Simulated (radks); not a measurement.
Numerical settings for the rhenium ion Re3+, [Xe] 4f14 5d4. All-electron calculation, Dirac Kohn-Sham, PBE, spin-unpolarised, spherical densities, finite nucleus; open shells fill j = l - 1/2 first; Fermi nuclear charge, rms radius 5.3698 fm. Program: a radial shooting solver on a logarithmic mesh with Libxc functionals. The defaults (mesh step 0.008 in ln r, mesh end at 40 bohr or more with all orbitals vanishing there, Anderson mixing 0.5 over 9 steps, residual threshold near 1e-9 with the energy settled to 1e-9 hartree or 1e-11 of itself, here a cap of 71 iterations) give E = -16713.117 hartree and 5d3/2 at -33.387 eV in 15 iterations. Run on one thread of a shared host, so times are rough (Arm Neoverse N1): 0.22 s of CPU time, 0.22 s wall, 15 iterations on 2213 mesh points. Changes against that run (0 stands for a change within the tolerance of the run):

setting                     iterations  converged  E (mhartree)  e(5d3/2) (meV)  CPU (s)
mesh step in ln r 0.05              15        yes       +0.0498               0     0.06
mesh step in ln r 0.005             15        yes             0               0     0.34
mesh step in ln r 0.2                4         no      diverged               -     0.01
mesh end (bohr) 8                   15        yes      +0.00208           +0.15     0.21
mesh end (bohr) 5                   15        yes         +4.38            +146     0.21
residual threshold 0.001            11        yes             0               0     0.19
residual threshold 0.01             11        yes             0               0     0.19
mixing 0.2                          17        yes             0               0     0.25
linear mixing, mixing 1             71         no     +2.93e+05       -7.22e+05      2.6
linear mixing, mixing 0.05          71         no        +0.245            -320      0.8
mixing history 20                   22        yes             0               0     0.28
iteration cap 5                      5         no         +4.16            +602     0.09

Settings that end as converged yet miss the energy by more than 1 mhartree: mesh end (bohr) 5 (+0.00438 hartree). A mesh that ends early acts as a hard wall.
